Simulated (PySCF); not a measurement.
A GIAO shielding run with PySCF 2.14.0 with density-fitted response routines (density fitting, non-relativistic, gas phase) on `InChI=1S/BH6NO3Si/c2-6-5-1(3)4/h3-4H,2,6H2`:

```
$ OMP_NUM_THREADS=1 python probes_run.py task.json out

{"job": {"kind": "nmr", "xc": "PBE0", "basis": "cc-pVDZ", "pop": true}, "charge": 0, "multiplicity": 1}
N     -2.006401     0.556312     0.414515
Si    -1.172334    -0.771942    -0.281713
O      0.440589    -0.933046     0.180507
B      1.402130     0.030525     0.162810
O      1.080611     1.304975    -0.217126
O      2.688230    -0.257766     0.517252
H     -1.690162     1.491251     0.176320
H     -2.308660     0.512782     1.381271
H     -1.835668    -2.022308     0.173709
H     -1.192365    -0.631606    -1.763671
H      1.851401     1.880553    -0.206870
H      2.778185    -1.187039     0.749880
```

Hardware: 1 thread of an Arm Neoverse V2, shared host. The job also computes population analyses, field gradients.

Q: How large is the calculation?

A: 56 electrons, 118 basis functions and 673 auxiliary functions.

Q: How long does it take, and how much memory does it need?

A: 9.2 s of wall time, with 13 SCF cycles and 4 response iterations; peak memory 0.65 GiB. Times on a shared host scatter by some tens of per cent.

Q: And these other runs on the same molecule and hardware: GIAO shielding at PBE0/6-311+G(2d,p); GIAO shielding at PBE0/6-31G*; GIAO shielding at PBE0/IGLO-III; GIAO shielding at PBE0/aug-cc-pVDZ; GIAO shielding at PBE0/cc-pVTZ; GIAO shielding at PBE0/def2-SVP?

A: PBE0/6-311+G(2d,p): 206 functions, 20 s; PBE0/6-31G*: 100 functions, 7.8 s; PBE0/IGLO-III: 279 functions, 32 s; PBE0/aug-cc-pVDZ: 196 functions, 20 s; PBE0/cc-pVTZ: 268 functions, 31 s; PBE0/def2-SVP: 118 functions, 8.4 s.
